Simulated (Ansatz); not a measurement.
Conformers of ClF$_{3}$H$_{2}$O$_{2}$W (`[OH][W]([OH])([F])([F])([F])[Cl]`), each relaxed with PBE0-D4/def2-TZVP in Ansatz. CBS adds the triple-zeta coupled-cluster correction to the MP2 limit.

Elements past krypton have def2 core potentials. Outer-core shells of W are correlated without core-valence functions. Spin–orbit coupling is left out.

Not all of them had a frequency check.

Conformer A:

Cartesian coordinates in Å:
```
O 0.372 -1.091 1.233
W 0.075 -0.015 -0.230
O -1.316 0.906 0.547
F 1.435 -0.889 -1.153
F -0.138 0.968 -1.796
F -1.092 -1.260 -0.977
Cl 1.632 1.542 0.460
H 0.956 -1.787 1.537
H -1.925 1.626 0.379
```

Conformer B:

```xyz
9

O     0.221   -0.968    1.342
W    -0.221    0.119   -0.114
O     1.417    0.957   -0.088
F    -0.947    1.397    1.007
F     0.505   -1.069   -1.351
F    -1.772   -0.924   -0.156
Cl   -1.123    1.304   -1.871
H    -0.370   -1.641    1.695
H     2.290    0.824   -0.464
```

Q: Which is lowest in electronic energy at CCSD(T)/CBS (frozen core, def2 sets), and by how much? (Estimate.)

A: Computed: B; A lies 0.7 kJ/mol higher. Gaps under about 2 kJ/mol don't settle the order.

Q: Give the energies relative to B (kJ/mol) with PBE0-D4/def2-TZVPP, B3LYP-D4/def2-TZVPP, B2PLYP/def2-TZVPP, PBE/def2-TZVPP, r2SCAN/def2-TZVPP, MP2/def2-TZVPP, SCS-MP2/def2-QZVPP. (Best estimate.)

A: The calculation gave: 
```
              level    A
 PBE0-D4/def2-TZVPP  0.6
B3LYP-D4/def2-TZVPP  0.5
  B2PLYP/def2-TZVPP  1.1
     PBE/def2-TZVPP  2.0
  r2SCAN/def2-TZVPP  1.5
     MP2/def2-TZVPP  1.0
 SCS-MP2/def2-QZVPP  0.6
```

B3LYP here is the variant with VWN-RPA as its local correlation; programs differ in this.
